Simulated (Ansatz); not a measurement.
Pb4S3, relaxed as a singlet with RKS r2SCAN-D4/def2-SVP in Ansatz, starting from the GFN1-xTB geometry. Force threshold 0.02 eV/Å.

In the def2 sets Pb takes a core potential; there is no spin–orbit coupling. The structure comes from a short search, and lower isomers may exist.

Start:

```xyz
7

Pb    1.3793    1.4187    0.6719
Pb   -0.8226    0.0348   -2.0975
Pb   -2.0118   -0.2617    0.9802
Pb    0.4755   -2.2014   -0.0304
S     0.3664   -0.5954    2.0493
S    -1.0647    1.8711   -0.2308
S     1.6780   -0.2661   -1.3427
```

```json
{"step": "1", "energy (eV)": "-53506.3682", "largest force component (eV/Å)": "0.996", "SCF passes": "19"}
{"step": "2 (rejected)", "energy (eV)": "-53506.3180", "largest force component (eV/Å)": "0.837", "SCF passes": "26"}
{"step": "3", "energy (eV)": "-53506.5560", "largest force component (eV/Å)": "0.443", "SCF passes": "21"}
{"step": "4", "energy (eV)": "-53506.5818", "largest force component (eV/Å)": "0.106", "SCF passes": "20"}
{"step": "5", "energy (eV)": "-53506.5842", "largest force component (eV/Å)": "0.015", "SCF passes": "22"}
```

Force components are those of the run's own axes.

End:

```xyz
7

Pb    1.3751    1.4157    0.6688
Pb   -0.8222    0.0548   -2.1329
Pb   -2.0368   -0.2500    1.0084
Pb    0.5030   -2.2303   -0.0217
S     0.3693   -0.6470    2.1544
S    -1.1416    1.9570   -0.2515
S     1.7533   -0.3002   -1.4255
```

By distances, no bond broke or formed. The bond that changes most is Pb1–S5, from 2.64 to 2.73 Å (atoms count from 1).

No frequencies were taken in this run, so the end may be a saddle point.

Run time 24 s (4 threads of Arm Neoverse V1 on a shared host).
